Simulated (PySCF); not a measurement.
Geometry (Å), atoms numbered from 1 in this order:
```xyz
21

C     3.019   -0.537    0.712
C     2.195   -0.722   -0.560
N     0.884   -0.163   -0.414
N     0.602    1.083   -0.709
C    -0.676    1.249   -0.400
C    -1.429    2.512   -0.593
C    -1.136    0.011    0.106
O    -2.379   -0.254    0.534
C    -2.581   -1.577    0.986
N    -0.130   -0.853    0.086
H     4.006   -0.972    0.582
H     2.528   -1.024    1.551
H     3.127    0.522    0.936
H     2.076   -1.784   -0.784
H     2.674   -0.215   -1.400
H    -2.063    2.441   -1.476
H    -0.733    3.335   -0.724
H    -2.068    2.698    0.268
H    -2.366   -2.295    0.190
H    -3.626   -1.640    1.281
H    -1.933   -1.798    1.839
```

Theoretical values (PySCF 2.14.0 with density-fitted response routines): coordinates at the GFN2-xTB level, PBE0/pcSseg-1 with gauge-including orbitals. Single conformer, isolated molecule, no relativistic terms, equivalent nuclei averaged.

Q: List the cross peaks expected in HSQC, COSY and HMBC spectra.

A: 

HSQC (one-bond C–H):
```csv
δH,δC
4.24 (H14/H15),51.4 (C2)
4.09 (H19/H20/H21),57.8 (C9)
2.37 (H16/H17/H18),11.3 (C6)
1.37 (H11/H12/H13),19.0 (C1)
```

COSY cross peaks (H two or three bonds apart, from the bond graph; peaks can be absent where the dihedral angle is near 90°):
```csv
δH,δH
4.24 (H14/H15),1.37 (H11/H12/H13)
```

HMBC (two and three bonds, from the bond graph):
```csv
δH,δC
4.24 (H14/H15),19.0 (C1)
4.09 (H19/H20/H21),166.4 (C7)
2.37 (H16/H17/H18),"166.4 (C7), 132.7 (C5)"
1.37 (H11/H12/H13),51.4 (C2)
```

Chemical shifts δ = σref − σ; 1H (σref 31.72) and 13C (σref 186.93) vs TMS, all at this level.

Shifts are as computed. Against solution values, carbons near 30 ppm lie about +3 ppm off and those near 130 ppm about +5 ppm. Of 1211 compounds with measured shifts, 218 miss one by over three times the rms of a fit or turn the order of signals round; such compounds aren't used in these exercises.
